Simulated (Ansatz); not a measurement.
Species: P$_{2}$H$_{4}$ (charge +1, doublet). SMILES of the parent species: PP

Atoms: P1, P2, H3, H4, H5, H6. Bonds: P1-P2, P1-H3, P1-H4, P2-H5, P2-H6.

Bond lengths (Å) and angles (degrees) optimised at HF/3-21G with Ansatz (an electronic-structure program); PBE/6-31G* with Ansatz; MP2/6-31G* with Ansatz, each started from the B3LYP-D3(BJ)/def2-TZVP structure (Ansatz) of the last column. A row stands for all coordinates that are equal there. 6-31G* holds six Cartesian d functions. At HF/3-21G the structure is a saddle point. No wavenumbers were computed at PBE/6-31G*, MP2/6-31G*, so these may be saddle points.

| coordinate | HF/3-21G | PBE/6-31G* | MP2/6-31G* | B3LYP-D3(BJ)/def2-TZVP |
|---|---|---|---|---|
| P1-P2 | 2.332 | 2.164 | 2.132 | 2.148 |
| P1-H3 | 1.408 | 1.425 | 1.405 | 1.410 |
| P2-P1-H3 | 103.0 | 103.1 | 104.2 | 102.9 |
| H3-P1-H4 | 101.3 | 101.7 | 103.3 | 102.5 |

Mean signed difference of all 5 bond lengths from B3LYP-D3(BJ)/def2-TZVP: HF/3-21G 0.035 Å, PBE/6-31G* 0.015 Å, MP2/6-31G* -0.007 Å.
